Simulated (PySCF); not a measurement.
## How the method moves the HOMO and LUMO of `C[S@@+]([AlH3-])CC#N`

Compound: C3H8AlNS.
Numbering: `[CH3:1][S@@+:2]([AlH3-:3])[CH2:4][C:5]#[N:6]` (hydrogens: H7, H8, H9 on C1; H10, H11, H12 on Al3; H13, H14 on C4)

Structure used (PBE0-D3(BJ)/def2-SVP), in Å, numbered top down from 1:
```xyz
14
C3H8AlNS angstrom
C     -0.7181    1.5011    0.2447
S     -0.0359    0.2903   -0.9071
Al     2.3155    0.1029   -0.1203
C     -0.6491   -1.2573   -0.1647
C     -2.0974   -1.3458   -0.2159
N     -3.2537   -1.3740   -0.2417
H     -0.3835    2.4844   -0.1119
H     -1.8157    1.4539    0.2196
H     -0.3321    1.3238    1.2585
H      2.6955   -1.1890   -0.9869
H      1.9148   -0.1435    1.4191
H      2.8327    1.5529   -0.5476
H     -0.1867   -2.0725   -0.7424
H     -0.2872   -1.3274    0.8744
```

Basis pcSseg-1 throughout (PySCF), one geometry. One conformer (not necessarily the lowest) at the PBE0-D3(BJ)/def2-SVP geometry, without solvent, vibrations or thermal averaging.

Problem. How do the orbital energies, the gap and the dipole change with the method?

Solution. 
```json
{"method": "BLYP", "kind": "GGA", "HOMO (eV)": "-6.72", "LUMO (eV)": "-1.97", "gap (eV)": "4.74", "μ (D)": "1.15", "SCF cycles": "14"}
{"method": "OPBE", "kind": "GGA", "HOMO (eV)": "-6.76", "LUMO (eV)": "-2.05", "gap (eV)": "4.71", "μ (D)": "1.25", "SCF cycles": "15"}
{"method": "PBE", "kind": "GGA", "HOMO (eV)": "-6.83", "LUMO (eV)": "-2.14", "gap (eV)": "4.69", "μ (D)": "1.19", "SCF cycles": "14"}
{"method": "B97-D", "kind": "GGA", "HOMO (eV)": "-6.84", "LUMO (eV)": "-2.05", "gap (eV)": "4.78", "μ (D)": "1.19", "SCF cycles": "14"}
{"method": "KT3", "kind": "GGA", "HOMO (eV)": "-6.89", "LUMO (eV)": "-2.13", "gap (eV)": "4.76", "μ (D)": "1.20", "SCF cycles": "15"}
{"method": "KT2", "kind": "GGA", "HOMO (eV)": "-6.89", "LUMO (eV)": "-2.20", "gap (eV)": "4.69", "μ (D)": "1.19", "SCF cycles": "14"}
{"method": "LDA", "kind": "LDA", "HOMO (eV)": "-6.90", "LUMO (eV)": "-2.38", "gap (eV)": "4.53", "μ (D)": "1.16", "SCF cycles": "14"}
{"method": "BP86", "kind": "GGA", "HOMO (eV)": "-6.95", "LUMO (eV)": "-2.25", "gap (eV)": "4.70", "μ (D)": "1.19", "SCF cycles": "14"}
{"method": "B3LYP", "kind": "global hybrid", "HOMO (eV)": "-7.89", "LUMO (eV)": "-1.34", "gap (eV)": "6.55", "μ (D)": "1.16", "SCF cycles": "14"}
{"method": "PBE0", "kind": "global hybrid", "HOMO (eV)": "-8.10", "LUMO (eV)": "-1.14", "gap (eV)": "6.96", "μ (D)": "1.20", "SCF cycles": "14"}
{"method": "mPW1PW91", "kind": "global hybrid", "HOMO (eV)": "-8.13", "LUMO (eV)": "-1.16", "gap (eV)": "6.98", "μ (D)": "1.19", "SCF cycles": "14"}
{"method": "HF", "kind": "Hartree–Fock", "HOMO (eV)": "-11.22", "LUMO (eV)": "2.47", "gap (eV)": "13.69", "μ (D)": "1.19", "SCF cycles": "11"}
```

The HOMO spans 4.50 eV, from BLYP down to HF, and the gap runs from 4.53 eV (LDA) to 13.69 eV (HF). Over the methods BLYP (0 %), OPBE (0 %), PBE (0 %), B97-D (0 %), KT3 (0 %), KT2 (0 %), LDA (0 %), BP86 (0 %), B3LYP (20 %), PBE0 (25 %), mPW1PW91 (25 %), HF (100 %), a straight line through the gap against the share of exact exchange rises by 0.90 eV for each 10 % (correlation coefficient 1.000). The dipole ranges from 1.15 D (BLYP) to 1.25 D (OPBE). This basis has no diffuse functions.
